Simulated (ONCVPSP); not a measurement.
# Transferability test, ONCV potential for xenon (Xe)

Xe, optimised norm-conserving Vanderbilt (ONCV), made with ONCVPSP 4.0.1 (LDA (Perdew-Zunger), non-relativistic). Core [Kr], reference 4d10 5s2 5p6. Waves: 5s: rc 1.60 bohr, ncon 4, nbas 8, qcut 3.6 1/bohr, 2 projectors, debl 1.2 Ha; 5p: rc 1.70 bohr, ncon 4, nbas 8, qcut 5.5 1/bohr, 2 projectors, debl 0.5 Ha; 4d: rc 1.00 bohr, ncon 5, nbas 9, qcut 17.5 1/bohr, 3 projectors, debl 0.5 Ha. Local part: polynomial inside 0.75 bohr (lpopt 5, dvloc0 3 Ha). Core correction: polynomial model core, fcfact 0.5.

In the d channel the program set the typed energies aside and used -2.286, 0.250, 0.750 Ha.

Energies are relative to the spin-unpolarised reference configuration 4d10 5s2 5p6; without spin polarisation the order of configurations can differ from experiment.

```tsv
valence configuration	charge	ΔE all-electron (eV)	error AE − PS (meV)
4d10 5s2 5p5	+1	12.720	+0.3
4d10 5s2 5p3	+3	66.425	+11
```

**Question.** What are ΔE and the potential's error for 4d10 5s2 5p5.5?

**Answer.** ΔE = 5.268 eV all-electron; the error (AE − PS) is 0.0 meV.

**Question.** What are ΔE and the potential's error for 4d10 5s2 5p4?

**Answer.** ΔE = 34.608 eV all-electron; the error (AE − PS) is +2.7 meV.

Note: ghosts flagged at negative energy: s at -370.2 eV, p at -104.6 eV, d at -277.7 eV; GHOST(+) flagged for s at 62.4 eV. A true bound ghost makes a file unfit for plane-wave use.
